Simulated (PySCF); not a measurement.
Computed shifts of a molecule C2H9NOSi2, PBE/pcSseg-1 run with PySCF, GIAO, gas phase, atoms alike by connectivity averaged where their shifts nearly agree, in ppm (number of nuclei): ²⁹Si: -28.9 (1), -72.7 (1). ¹⁵N: 375.5 (1). ¹³C: 192.0 (1), 77.1 (1). ¹H: 9.30 (1), 5.41 (3), 5.33 (3), 4.57 (2). References: ²⁹Si against TMS (σ = 335.4 ppm); ¹⁵N against NH3 (σ = 267.0 ppm); ¹³C against TMS (σ = 182.0 ppm); ¹⁷O against H2O (σ = 334.3 ppm); ¹H against TMS (σ = 31.49 ppm), references at their B3LYP-D3(BJ)/def2-TZVP geometries, non-relativistic. Coordinates come from a r2SCAN-D4/def2-SVP optimisation. The values are those of a single conformer.

**Question.** Pick the molecule that these values belong to.
(A) C[Si@@H]1CO[SiH2]N1
(B) C/N=C(\[SiH3])[SiH2]O
(C) C[SiH2]/N=C/O[SiH3]
(D) [SiH3]/N=C\CO[SiH3]

**Answer.** D, [SiH3]/N=C\CO[SiH3]
